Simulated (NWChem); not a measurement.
Molecule: AlH2S2Cl; SMILES [Cl][Al]([SH])[SH]

```xyz
6

Al     0.0000     0.0000    -0.0118
Cl     0.0000     0.0000    -2.1058
S      1.9352     0.0001     0.9840
H      1.4167    -0.0042     2.2324
S     -1.9352    -0.0001     0.9840
H     -1.4167     0.0042     2.2324
```
Atoms are numbered in this order, from 1.

Coordinates come from a PBE0/def2-SVP optimisation.

Symmetry labels are those of C2 in the frame above (b1 and b2, or b-type labels, depend on it).

Problem. List the 4 lowest vertical singlet excitations from CAM-B3LYP/def2-SVPD, TDA (NWChem).

Solution. 
```csv
state,energy (eV),oscillator strength,symmetry,leading excitation (squared amplitude)
S1,5.72,0.000,a,HOMO → LUMO (0.85)
S2,6.16,0.000,a,HOMO → LUMO+2 (0.78)
S3,6.27,0.094,b,HOMO−1 → LUMO (0.88)
S4,6.29,0.024,b,HOMO → LUMO+1 (0.78)
```
